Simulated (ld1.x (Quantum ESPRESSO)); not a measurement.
# Which change was made? (Bi, ultrasoft)

```json
{"Element": "bismuth (Bi)", "Generator": "ld1.x (Quantum ESPRESSO) 7.5", "Type": "ultrasoft", "Functional": "PBE", "Relativity": "scalar-relativistic", "Frozen core": "[Xe] 4f14", "Valence charge": "15", "Reference configuration": "5d10 6s2 6p3", "Partial waves": "6s (bound): rcut 1.60, rcutus 2.10 bohr; 6s channel at 2.75 Ry: rcut 1.60, rcutus 2.10 bohr; 6p (bound): rcut 1.50, rcutus 2.10 bohr; 6p channel at 0.2 Ry: rcut 1.50, rcutus 2.10 bohr; 5d (bound): rcut 1.10, rcutus 1.35 bohr; 5d channel at -1.1 Ry: rcut 1.10, rcutus 1.35 bohr", "Local potential": "all-electron potential smoothed inside 1.60 bohr (lloc = -1)", "Core correction": "a·sin(br)/r model core inside 1.40 bohr", "Augmentation charge": "PSQ, radius 0.80 bohr"}
```

Cutoffs, loose and tight: the cutoffs (Ry, on a coarse ladder) from which the occupation-weighted sum of valence levels, in a spherical-Bessel basis at the reference potential, stays within 10 and 1 mRy of its value at 400 Ry. They do not see the model core or the augmentation charge, which bear on the density cutoff. Test errors are all-electron minus pseudo excitation energies from the reference, over the configurations 5d10 6s2 6p2; 5d10 6s2 6p1; 5d10 6s2 6p0; 5d10 6s1 6p0; 5d9 6s2 6p3; 5d10 6s0 6p5; 5d9 6s2 6p4; variants that change the core or the reference have their own tests. The largest error is taken over the tests solved by every variant that gives reliable tests at all, those not shown here included: 5d10 6s0 6p5; 5d10 6s1 6p0; 5d10 6s2 6p0; 5d10 6s2 6p1; 5d10 6s2 6p2.

The base gives: outcome: generated; cutoff, loose: 70 Ry; cutoff, tight: 110 Ry; bound ghosts: s, p; largest test error (meV): +190.

After one change the result is: outcome: generated; cutoff, loose: 70 Ry; cutoff, tight: 110 Ry; bound ghosts: s, p; largest test error (meV): -50. Which change was it?
A. type TM; waves now 6s (bound): rc 2.10 bohr; 6p (bound): rc 2.10 bohr; 5d (bound): rc 1.35 bohr; local potential all-electron potential smoothed inside 1.60 bohr (lloc = -2)
B. augmentation PSQ, inside the norm-conserving radii
C. functional LDA (PZ)
D. core [Xe] 4f14 5d10, valence charge 5; reference 6s2 6p3; waves now 6s (bound): rcut 1.60, rcutus 2.05 bohr; 6s channel at 2.75 Ry: rcut 1.60, rcutus 2.05 bohr; 6p (bound): rcut 2.10, rcutus 2.25 bohr; 6p channel at 0.2 Ry: rcut 2.10, rcutus 2.25 bohr; local potential all-electron potential smoothed inside 1.80 bohr (lloc = -1); core correction Bessel-smoothed model core, default radius (core density twice the valence density); augmentation PSQ, radius 1.80 bohr

C. The others give: core [Xe] 4f14 5d10, valence charge 5; reference 6s2 6p3; waves now 6s (bound): rcut 1.60, rcutus 2.05 bohr; 6s channel at 2.75 Ry: rcut 1.60, rcutus 2.05 bohr; 6p (bound): rcut 2.10, rcutus 2.25 bohr; 6p channel at 0.2 Ry: rcut 2.10, rcutus 2.25 bohr; local potential all-electron potential smoothed inside 1.80 bohr (lloc = -1); core correction Bessel-smoothed model core, default radius (core density twice the valence density); augmentation PSQ, radius 1.80 bohr → outcome: generated; cutoff, loose: 8 Ry; cutoff, tight: 15 Ry; bound ghosts: s, d; largest test error (meV): test run stopped at test 2 of 7 (negative rho) | augmentation PSQ, inside the norm-conserving radii → outcome: generated; cutoff, loose: 70 Ry; cutoff, tight: 110 Ry; bound ghosts: s, p; largest test error (meV): -149 | type TM; waves now 6s (bound): rc 2.10 bohr; 6p (bound): rc 2.10 bohr; 5d (bound): rc 1.35 bohr; local potential all-electron potential smoothed inside 1.60 bohr (lloc = -2) → outcome: generated; cutoff, loose: 60 Ry; cutoff, tight: 100 Ry; bound ghosts: s; largest test error (meV): +20.
